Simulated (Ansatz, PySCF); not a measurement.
Process, species as SMILES: [TeH] (HTe) -> [TeH-] (an electron is taken up)
Structures are relaxed separately at B3LYP-D3(BJ)/def2-TZVP in Ansatz (a quantum-chemistry and plane-wave program).

Property: adiabatic electron affinity (0 K, with B3LYP-D3(BJ) harmonic zero-point energies from PySCF), positive where the reaction releases energy, in eV. Cores are frozen in the correlated levels unless marked. Open shells are spin-unrestricted. No spin-orbit coupling. Frozen are the shells of the preceding noble gas and the d and f shells that filled before the atom's block. Past Kr the def2 sets carry scalar-relativistic core potentials. STO-3G rows are all-electron and non-relativistic. Anions need diffuse functions: def2-D sets add few; the other sets have none. CBS(X,Y): correlation extrapolated as X^-3; Hartree-Fock from the larger set.

| level | program | adiabatic electron affinity (eV) |
|---|---|---|
| HF/def2-SVP | Ansatz | 0.98 |
| HF/def2-TZVPP | Ansatz | 1.20 |
| BLYP/def2-TZVPD | Ansatz | 2.17 |
| r2SCAN/def2-TZVPD | Ansatz | 2.21 |
| B3LYP-D4/def2-TZVPD | Ansatz + dftd4 | 2.31 |
| PBE0/def2-QZVPP | Ansatz | 2.16 |
| LC-wPBE/def2-TZVPD | Ansatz | 2.17 |
| B2GP-PLYP-D3(BJ)/def2-TZVPD | Ansatz + dftd3 | 2.18 |
| B2GP-PLYP-D4/def2-TZVPD | Ansatz + dftd4 | 2.19 |
| MP2/def2-QZVPPD | Ansatz | 2.23 |
| SCS-MP2/def2-QZVPPD | Ansatz | 2.20 |
| CCSD/def2-SVP | Ansatz | 1.49 |
| CCSD(T)/STO-3G | Ansatz | -2.71 |
| CCSD(T)/def2-QZVPP | Ansatz | 2.19 |
| CCSD(T)/CBS(def2-TZVPPD,def2-QZVPPD) | Ansatz | 2.32 |
